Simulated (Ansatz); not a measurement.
`C=C[SiH2]O[SiH3]`, charge 0, multiplicity 1.

(1) Give a relaxed structure at PBE0-D4/def2-TZVP (Ansatz). (Estimate.)

Answers

(1) Ansatz gave: 
Z-matrix (Å, degrees):
```
Si
C 1 1.853
O 1 1.636 2 109.7
H 1 1.486 2 110.6 3 119.4
H 1 1.490 2 110.0 3 -120.8
C 2 1.330 1 123.1 3 -0.7
H 2 1.090 1 118.6 3 179.2
Si 3 1.633 1 145.9 2 -94.5
H 6 1.086 2 122.3 1 179.8
H 6 1.086 2 121.6 1 -0.4
H 8 1.486 3 109.5 1 104.6
H 8 1.484 3 109.0 1 -136.0
H 8 1.487 3 110.4 1 -15.6
```
This is one stationary point; other conformers may exist.
